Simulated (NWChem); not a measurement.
System: C3H6O2; SMILES O1C(C)OC1

Here is an NWChem input.

```
start job
memory heap 200 mb stack 900 mb global 1100 mb
geometry units angstroms noautosym nocenter noautoz
  C      0.271856    -1.754230     0.000000
  C     -0.456703    -0.432952     0.000000
  O     -0.045519     0.472231    -1.037625
  C      0.272471     1.397291     0.000000
  O     -0.045519     0.472231     1.037625
  H      1.352968    -1.588718     0.000000
  H     -0.004435    -2.332260     0.889033
  H     -0.004435    -2.332260    -0.889033
  H     -1.550266    -0.570148     0.000000
  H      1.328620     1.704597     0.000000
  H     -0.384396     2.281372     0.000000
end
basis spherical
  * library 6-31g*
end
dft
  xc b3lyp
  iterations 150
end
property
  shielding 9 1 2 3 4 6 7 9 10 11
end
task dft property
```

Output (shortened):

```
             Northwest Computational Chemistry Package (NWChem) 7.3.0
             --------------------------------------------------------

                             Geometry "geometry" -> ""
                             -------------------------

 Output coordinates in angstroms (scale by  1.889725989 to convert to a.u.)

  No.       Tag          Charge          X              Y              Z
 ---- ---------------- ---------- -------------- -------------- --------------
    1 C                    6.0000     0.27185600    -1.75423000     0.00000000
    2 C                    6.0000    -0.45670300    -0.43295200     0.00000000
    3 O                    8.0000    -0.04551900     0.47223100    -1.03762500
    4 C                    6.0000     0.27247100     1.39729100     0.00000000
    5 O                    8.0000    -0.04551900     0.47223100     1.03762500
    6 H                    1.0000     1.35296800    -1.58871800     0.00000000
    7 H                    1.0000    -0.00443500    -2.33226000     0.88903300
    8 H                    1.0000    -0.00443500    -2.33226000    -0.88903300
    9 H                    1.0000    -1.55026600    -0.57014800     0.00000000
   10 H                    1.0000     1.32862000     1.70459700     0.00000000
   11 H                    1.0000    -0.38439600     2.28137200     0.00000000

 Effective nuclear repulsion energy (a.u.)     190.7108687595

                              NWChem Property Module
                              ----------------------

  itol2e modified to match energy
  convergence criterion.

                                 NWChem DFT Module
                                 -----------------

 Summary of "ao basis" -> "ao basis" (spherical)
 ------------------------------------------------------------------------------
       Tag                 Description            Shells   Functions and Types
 ---------------- ------------------------------  ------  ---------------------
 C                           6-31g*                  6       14   3s2p1d
 O                           6-31g*                  6       14   3s2p1d
 H                           6-31g*                  2        2   2s

  itol2e modified to match energy
  convergence criterion.

            General Information
            -------------------
          SCF calculation type: DFT
          Wavefunction type:  closed shell.
          No. of atoms     :    11
          No. of electrons :    40
           Alpha electrons :    20
            Beta electrons :    20
          Charge           :     0
          Spin multiplicity:     1
          Use of symmetry is: off; symmetry adaption is: off
          Maximum number of iterations: 150
          AO basis - number of functions:    82
                     number of shells:    42
          Convergence on energy requested:  1.00D-07
          Convergence on density requested:  1.00D-05
          Convergence on gradient requested:  5.00D-04

              XC Information
              --------------
                         B3LYP Method XC Potential
                     Hartree-Fock (Exact) Exchange  0.200
                        Slater Exchange Functional  0.800 local
                    Becke 1988 Exchange Functional  0.720 non-local
              Lee-Yang-Parr Correlation Functional  0.810
                  VWN I RPA Correlation Functional  0.190 local

             Grid Information
             ----------------
          Grid used for XC integration:  fine
          Radial quadrature: Mura-Knowles
          Angular quadrature: Lebedev.
          Tag              B.-S. Rad. Rad. Pts. Rad. Cut. Ang. Pts.
          ---              ---------- --------- --------- ---------
          C                   0.70       70          11.0       590
          O                   0.60       70          10.0       590
          H                   0.35       60          11.0       590
          Grid pruning is: on
          Number of quadrature shells:   710
          Spatial weights used:  Erf1

[...]

          -----------------------------------------
          Chemical Shielding Tensors (GIAO, in ppm)
          -----------------------------------------

                                NWChem CPHF Module
                                ------------------

  scftype          =     RHF
  nclosed          =       20
  nopen            =        0
  variables        =     1240
  # of vectors     =        3
  tolerance        = 0.10D-03
  level shift      = 0.00D+00
  max iterations   =       50
  max subspace     =       30

 SCF residual:    5.2366893816208459E-005

Iterative solution of linear equations
  No. of variables     1240
  No. of equations        3
  Maximum subspace       30
        Iterations       50
       Convergence  1.0D-04

   iter   nsub   residual    time
   ----  ------  --------  ---------
     1      3    5.08D-01      75.2
     2      6    1.69D-02      81.5
     3      9    1.17D-03      88.3
     4     12    4.58D-05      95.0

      Atom:    1  C
        Diamagnetic
    248.1113     -3.5730      0.0000
     -3.5730    257.3048      0.0000
      0.0000      0.0000    247.7259

        Paramagnetic
    -85.5662    -10.0894      0.0000
    -10.0894    -78.2638      0.0000
      0.0000      0.0000    -91.4166

        Total Shielding Tensor
    162.5450    -13.6623      0.0000
    -13.6623    179.0411      0.0000
      0.0000      0.0000    156.3093

           isotropic =     165.9651
          anisotropy =      31.1804

          Principal Components and Axis System
                 1           2           3
              186.7520    156.3093    154.8341

      1        -0.4915      0.0000      0.8709
      2         0.8709      0.0000      0.4915
      3         0.0000      1.0000     -0.0000

      Atom:    2  C
        Diamagnetic
    234.7028     -0.3424     -0.0000
     -0.3424    249.0614     -0.0000
     -0.0000     -0.0000    242.3985

        Paramagnetic
   -179.8291     -9.2282     -0.0000
     -9.2282   -181.3016      0.0000
     -0.0000      0.0000   -124.6198

        Total Shielding Tensor
     54.8737     -9.5706     -0.0000
     -9.5706     67.7598      0.0000
     -0.0000      0.0000    117.7788

           isotropic =      80.1374
          anisotropy =      56.4620

          Principal Components and Axis System
                 1           2           3
              117.7788     72.8540     49.7795

      1        -0.0000     -0.4699      0.8827
      2         0.0000      0.8827      0.4699
      3         1.0000     -0.0000      0.0000

      Atom:    3  O
        Diamagnetic
    374.2041     13.5095     -1.3325
     13.5095    402.5088      0.5149
     -1.3325      0.5149    394.8734

        Paramagnetic
   -173.5175     45.7303      5.3449
     45.7303    -80.2506    -32.7530
      5.3449    -32.7530   -123.4979

        Total Shielding Tensor
    200.6866     59.2398      4.0123
     59.2398    322.2582    -32.2382
      4.0123    -32.2382    271.3756

           isotropic =     264.7735
          anisotropy =     136.8518

          Principal Components and Axis System
                 1           2           3
              356.0080    264.4282    173.8842

      1         0.3301      0.2773      0.9023
      2         0.8872      0.2353     -0.3968
      3        -0.3223      0.9315     -0.1684

      Atom:    4  C
        Diamagnetic
    237.2760      3.6926     -0.0000
      3.6926    248.5793      0.0000
     -0.0000      0.0000    248.5935

        Paramagnetic
   -162.0843     -3.1708      0.0000
     -3.1708   -178.3106      0.0000
      0.0000      0.0000   -122.4202

        Total Shielding Tensor
     75.1917      0.5218      0.0000
      0.5218     70.2687      0.0000
      0.0000      0.0000    126.1733

           isotropic =      90.5446
          anisotropy =      53.4430

          Principal Components and Axis System
                 1           2           3
              126.1733     75.2464     70.2140

      1         0.0000      0.9946     -0.1043
      2         0.0000      0.1043      0.9946
      3         1.0000     -0.0000     -0.0000

      Atom:    5  H
        Diamagnetic
     38.2940     -1.6424      0.0000
     -1.6424     27.4396      0.0000
      0.0000      0.0000     23.3281

        Paramagnetic
     -4.1699      1.1144     -0.0000
      1.1144      2.2833     -0.0000
     -0.0000     -0.0000      4.5908

        Total Shielding Tensor
     34.1241     -0.5280     -0.0000
     -0.5280     29.7228      0.0000
     -0.0000      0.0000     27.9189

           isotropic =      30.5886
          anisotropy =       5.3969

          Principal Components and Axis System
                 1           2           3
               34.1866     29.6604     27.9189

      1         0.9931      0.1175     -0.0000
      2        -0.1175      0.9931     -0.0000
      3        -0.0000      0.0000      1.0000

      Atom:    6  H
        Diamagnetic
     24.0265      1.0197     -2.4229
      1.0197     32.6175     -7.2134
     -2.4229     -7.2134     32.3472

        Paramagnetic
      4.8071     -0.3222      1.3680
     -0.3222     -0.0174      3.8259
      1.3680      3.8259     -0.9080

        Total Shielding Tensor
     28.8337      0.6974     -1.0548
      0.6974     32.6000     -3.3876
     -1.0548     -3.3876     31.4392

           isotropic =      30.9576
          anisotropy =       7.0720

          Principal Components and Axis System
                 1           2           3
               35.6723     28.9521     28.2485

      1         0.1751      0.7129      0.6791
      2         0.7470     -0.5455      0.3801
      3        -0.6414     -0.4407      0.6280

      Atom:    7  H
        Diamagnetic
     39.1763      3.0604     -0.0000
      3.0604     24.0692     -0.0000
     -0.0000     -0.0000     21.6980

        Paramagnetic
    -12.0774     -2.9687      0.0000
     -2.9687      2.0057      0.0000
      0.0000      0.0000      2.0974

[...]
```

Level: B3LYP/6-31G* (spherical d), GIAO. The geometry was optimised at B3LYP/6-31G* (spherical d). B3LYP is NWChem's, with the RPA form of VWN correlation. The output numbers the shielded atoms by their place in the input's list. The printed shielding anisotropy is the first printed principal value minus the mean of the other two.
